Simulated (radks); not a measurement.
Charge is removed step by step from the 6s1/2 level of neutral lead, starting from [Hg] 6p2. Method: Dirac Kohn-Sham, LDA (Slater exchange, Perdew-Wang correlation), spin-unpolarised, spherical densities, finite nucleus; open shells are shared between the two j in proportion to 2j + 1; Fermi nuclear charge, rms radius 5.5012 fm; computed with a radial shooting solver on a logarithmic mesh with Libxc functionals.

removed (e)  E - E(0) (eV)  eigenvalue (eV)  E minus straight line (eV)
0                    0.000          -12.252                       0.000
0.125                1.592          -13.231                      -0.452
0.25                 3.309          -14.236                      -0.781
0.375                5.152          -15.262                      -0.982
0.5                  7.125          -16.309                      -1.054
0.625                9.230          -17.374                      -0.994
0.75                11.469          -18.456                      -0.800
0.875               13.845          -19.554                      -0.469
1                   16.359          -20.668                       0.000

Removing the whole electron costs 16.359 eV by Delta-SCF, against 12.252 eV from minus the eigenvalue at the starting occupation. Slater's transition state (half an electron removed) gives 16.309 eV. Integrating minus the eigenvalue over the occupation (Janak's theorem) gives 16.359 eV. The mean slope of the eigenvalue, de/dn, is 8.42 eV per electron.
